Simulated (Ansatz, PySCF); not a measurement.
Spin states of CNiO (SMILES [O+]#[C-]->[Ni]), each relaxed with B3LYP-D3(BJ)/def2-TZVP.
State 1 (charge 0, multiplicity 1):
```xyz
3

Ni    -0.96423    -0.76839    -0.88054
O      0.82980     0.70706     0.73254
C      0.10136     0.10870     0.07769
```
State 2 (charge 0, multiplicity 3):
```xyz
3

Ni    -0.9749    -0.9123    -0.9115
O      0.9133     0.5560     0.7729
C      0.0286     0.4036     0.0683
```

Singlets are restricted, other states unrestricted; no spin–orbit coupling, no relativity up to Kr; see below for the cores. The largest T1 diagnostic is 0.054.

The values were computed with Ansatz (an electronic-structure program) with Gaussian orbitals; PySCF for the dispersion terms. Values without a source in brackets are computed.

Question: One of these levels gives 35.97 kcal/mol for the energy of the multiplicity-3 state less that of the multiplicity-1 state. Which one is it?
(A) PBE-D4/def2-TZVPP
(B) r2SCANh/def2-TZVPP
(C) r2SCAN-D4/def2-TZVPP
(D) B97M-V/def2-TZVPP

Answer: A, PBE-D4/def2-TZVPP. The others give 24.93 (r2SCAN-D4/def2-TZVPP), 21.01 (B97M-V/def2-TZVPP), 18.71 (r2SCANh/def2-TZVPP)
